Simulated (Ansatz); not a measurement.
Ansatz (a first-principles code) input (CCSD(T)/def2-SVPD):

Ansatz 0.2 input:
```yaml
crystal:
  periodic: [false, false, false]
  atoms:
    - {symbol: Ge, position_ang: [-0.00000000, -0.00000000, -1.59327959]}
    - {symbol: I, position_ang: [0.00000000, 0.00000000, 0.96198013]}
basis:
  gaussian:
    orbitals: def2-SVPD
magnetization: {spin_polarized: true, initial_magnetization: 1}
correlation: {method: ccsd_t, electrons: outside_noble_gas}
output: {forces: true}
```

Output:

```
Functional definition: HF
integrals: 0.09 GiB planned
811 factors; integrals over basis functions are off by at most 2.0e-4 eV
mean field: 0.38 GiB planned
mean field evaluation 1: about -64538.5967 eV, gradient 7.6e0 eV
mean field evaluation 2: about -64538.6180 eV, gradient 7.6e0 eV
mean field evaluation 4: about -64539.2818 eV, gradient 1.2e0 eV
mean field evaluation 8: about -64539.3118 eV, gradient 8.5e-2 eV
mean field evaluation 16: about -64539.1328 eV, gradient 4.4e0 eV
mean field evaluation 32: about -64538.5332 eV, gradient 5.9e0 eV
mean field evaluation 64: about -64533.8412 eV, gradient 1.3e1 eV
mean field evaluation 96: about -64536.2121 eV, gradient 1.7e-2 eV
mean field evaluation 128: about -64536.2121 eV, gradient 1.7e-3 eV
mean field evaluation 160: about -64537.2531 eV, gradient 3.0e0 eV
mean field evaluation 192: about -64537.3113 eV, gradient 6.9e0 eV
mean field evaluation 224: about -64536.2239 eV, gradient 8.7e-3 eV
mean field evaluation 256: about -64535.1992 eV, gradient 9.2e0 eV
mean field evaluation 288: about -64536.4076 eV, gradient 1.2e-3 eV
mean field evaluation 320: about -64536.2120 eV, gradient 2.1e-2 eV
mean field evaluation 352: about -64536.2235 eV, gradient 9.3e-2 eV
mean field -64539.31208878 eV, -2371.7759729456 hartree, gradient 2.6e-6 eV, S^2 0.765166; 9 other end points of the search recorded, 0 dependent functions left out
determinant -64539.31208878 eV, -2371.7759729456 hartree, with singles and doubles -64544.26063115 eV, -2371.9578285236 hartree
determinant -64536.40756307 eV, -2371.6692335947 hartree, with singles and doubles -64541.63063667 eV, -2371.8611780092 hartree
determinant -64536.27044724 eV, -2371.6641946810 hartree, with singles and doubles -64540.98652807 eV, -2371.8375074547 hartree
determinant -64536.22386838 eV, -2371.6624829393 hartree, with singles and doubles -64540.99596703 eV, -2371.8378543300 hartree
determinant -64536.21207636 eV, -2371.6620495907 hartree, with singles and doubles -64540.64761759 eV, -2371.8250527242 hartree
23 core orbitals not correlated
reference -64539.31208878 eV, -2371.7759729456 hartree; 6, 5 occupied and 44, 45 virtual orbitals, 811 factors
densities: 0.25 GiB planned
second order -4.31136543 eV of doubles, -0.00000000 eV of singles
coupled cluster: 0.19 GiB planned
cycle   1  -4.94260481 eV  change   -1.0e-1 eV  update   1.5e-2
cycle   2  -4.94841482 eV  change   -5.8e-3 eV  update   4.2e-3
cycle   3  -4.94894452 eV  change   -5.3e-4 eV  update   1.5e-3
cycle   4  -4.94950468 eV  change   -5.6e-4 eV  update   4.7e-4
cycle   5  -4.94955896 eV  change   -5.4e-5 eV  update   2.0e-4
cycle   6  -4.94966868 eV  change   -1.1e-4 eV  update   9.0e-5
cycle   7  -4.94968438 eV  change   -1.6e-5 eV  update   4.0e-5
cycle   8  -4.94968203 eV  change    2.3e-6 eV  update   1.1e-5
cycle   9  -4.94968000 eV  change    2.0e-6 eV  update   3.7e-6
cycle  10  -4.94967962 eV  change    3.8e-7 eV  update   1.1e-6
cycle  11  -4.94967968 eV  change   -6.0e-8 eV  update   4.2e-7
perturbative correction -0.17852389 eV, -0.0065606321 hartree
the calculation of the forces begins
mean field evaluation 384: about -64539.2874 eV, gradient 2.5e-1 eV
Total energy: -64544.44029235 eV, -2371.9644309509 hartree
Atom 0 at    -0.000000    -0.000000    -1.593280 Å, force     0.000000    -0.000000    -0.219185 eV/Å
Atom 1 at     0.000000     0.000000     0.961980 Å, force    -0.000000     0.000000     0.219185 eV/Å
Dipole moment:     0.000000     0.000000    -0.272576 e Å
```
